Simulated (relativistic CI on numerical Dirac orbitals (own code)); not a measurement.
# Magnetism of Mo⁵⁺, 4d, in a crystal field

Calculated by Dirac-Coulomb-Breit CI, orbitals from a KLI potential per configuration, model QED (radiative potential, 1s self-energy scaled to tabulated hydrogen-like ionisation energies), valence Slater integrals scaled by 0.85, one configuration in a parametric crystal field (own radial code).

Field parameters in Wybourne normalisation: D4h B²₀ = −7Ds, B⁴₀ = 21(Dq − Dt), B⁴₄ = 21√(5/14) Dq; Oh B⁴₀ = 21Dq, B⁴₄ = √(5/14) B⁴₀; Td as Oh with Dq negative (B⁴₀ = 21Dq, B⁴₄ = √(5/14) B⁴₀). The field is a parameter set, without covalency.

S is read from ⟨S²⟩ = S(S + 1).

Powder χT (cm³ K mol⁻¹) by Van Vleck's formula, with temperature-independent terms:

| Field | 2 K | 5 K | 10 K | 20 K | 50 K | 100 K | 200 K | 300 K |
| --- | --- | --- | --- | --- | --- | --- | --- | --- |
| D4h, 10Dq = 17050, Ds = 890, Dt = 160 cm⁻¹ | 0.00932 | 0.0102 | 0.0117 | 0.0146 | 0.0235 | 0.0382 | 0.0692 | 0.104 |
| D4h, 10Dq = 35400, Ds = 1480, Dt = -370 cm⁻¹ | 0.00211 | 0.00309 | 0.00474 | 0.00803 | 0.0179 | 0.0343 | 0.0677 | 0.104 |
| Oh, 10Dq = 24200 cm⁻¹ | 0.00521 | 0.00623 | 0.00794 | 0.0113 | 0.0215 | 0.0386 | 0.0726 | 0.107 |
| Oh, 10Dq = 37700 cm⁻¹ | 0.00261 | 0.00365 | 0.00538 | 0.00883 | 0.0192 | 0.0365 | 0.071 | 0.106 |
| Td, 10Dq = -14800 cm⁻¹ | 0.284 | 0.284 | 0.284 | 0.285 | 0.287 | 0.291 | 0.298 | 0.304 |
| Td, 10Dq = -16000 cm⁻¹ | 0.29 | 0.29 | 0.291 | 0.291 | 0.293 | 0.296 | 0.303 | 0.309 |

For Oh, 10Dq = 24200 cm⁻¹: what effective moment follows at 300 K?

μ_eff = √(8χT) = 0.92 μB. The ground level has S = 0.50; the spin-only moment for S = 1/2 is 1.73 μB. The difference comes from the orbital moment, spin-orbit mixing of terms and temperature-independent paramagnetism, all larger in this ionic model than in covalent complexes.
